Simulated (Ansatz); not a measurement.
Species: CHI2 (charge 0, doublet). It need not be the lowest isomer of its formula. 
Geometry from a B3LYP-D3(BJ)/def2-TZVP (Ansatz, a first-principles code) optimisation:
```
C
H 1 1.0796
I 1 2.0585 2 116.43
I 1 2.0585 2 116.43 3 158.73
```
Charge 0, spin multiplicity 2.

Parts of the frozen-core correlation energy in STO-3G (Ansatz, hartree). Frozen orbitals: 47; correlated occupied orbitals by spin: 10 and 9; virtual: 3 and 4. Open shells are spin-unrestricted. No spin-orbit coupling. Past Kr the def2 sets carry scalar-relativistic core potentials. STO-3G rows are all-electron and non-relativistic.

```json
[
 {"term": "reference (HF)", "value": "-13739.31993"},
 {"term": "MP2 opposite-spin", "value": "-0.04803"},
 {"term": "MP2 same-spin", "value": "-0.00891"},
 {"term": "CCSD correlation", "value": "-0.07559"},
 {"term": "(T)", "value": "-0.00105"},
 {"term": "T1 diagnostic", "value": "0.013"},
 {"term": "largest doubles amplitude", "value": "0.066"},
 {"term": "<S^2> of the reference", "value": "0.782"}
]
```
